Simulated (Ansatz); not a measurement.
Reaction (ligand exchange at the Si–C bond): `FC[C]1=[C]([SiH3])[AlH]1` + `[OH][SnH2][OH]` → `[OH][SnH2][O][SiH3]` + `FC[C]1=[CH][AlH]1`

Isolated molecules relaxed with PBE0-D4/def2-TZVP in Ansatz; ΔE leaves out vibrations. CCSD(T)/CBS is the MP2 limit (def2-TZVPP, def2-QZVPP) plus CCSD(T) − MP2 in def2-TZVPP, frozen cores. DFT in def2-TZVPP. B3LYP here is the variant with VWN-RPA as its local correlation; programs differ in this. Elements past krypton have def2 core potentials. For Sn outer-core shells are correlated without core-valence functions, which leaves a few kJ/mol of doubt a bond. One conformer a species, not always the lowest.

Question: Is it downhill or uphill in electronic energy at CCSD(T)/CBS, and by how much? (An estimate is asked.)

Answer: Computed: Downhill: ΔE = -19.7 kcal/mol.

Question: What do these levels give: PBE-D4, PBE0-D4, B3LYP-D4, B3LYP, MP2/def2-TZVPP, MP2/CBS(def2)? (Estimate.)

Answer: The calculation gave: PBE-D4 -15.4, PBE0-D4 -17.4, B3LYP-D4 -19.4, B3LYP -20.3, MP2/def2-TZVPP -19.5, MP2/CBS(def2) -19.5 kcal/mol.

Largest T1 diagnostic among the species: 0.014.

The D4 term adds +0.9 kcal/mol with B3LYP and +0.5 kcal/mol with PBE0; it sums over pairs of atoms, weighted by their polarisabilities, and B3LYP, whose exchange is more repulsive, gets the larger term. In def2-TZVPP, CCSD(T) changes the Hartree–Fock value by +6.2 kcal/mol (the triples alone add +1.1 kcal/mol) and MP2 by +6.5 kcal/mol.
